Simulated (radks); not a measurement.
Results of a calculation; reference values are marked as such.
These are the eigenvalues of the occupied orbitals of an atom or ion with whole-number occupations (eV). Level of theory: scalar-relativistic Kohn-Sham, PBE, spin-unpolarised, spherical densities, finite nucleus; Fermi nuclear charge, rms radius of each element as measured or else 0.836 A^(1/3) + 0.57 fm (a radial shooting solver on a logarithmic mesh with Libxc functionals).

1s: -12574.40
2s: -1674.979
2p: -1481.596
3s: -280.4293
3p: -219.8187
3d: -119.5318
5s: -31.4171

Which element is it, and in what charge state? The configuration may be excited.

Answer. Z = 34, selenium, charge +4: Se4+ in [Ar] 3d10 5s2. The list shows which subshells hold electrons but not how many an open one holds; the 1s level, -462.1 hartree, gives Z - s = 30.4 by -(Z - s)^2/2, which with screening and relativity narrows Z to a few neighbours, and the depths of the outer levels then fix element, charge and occupations together.
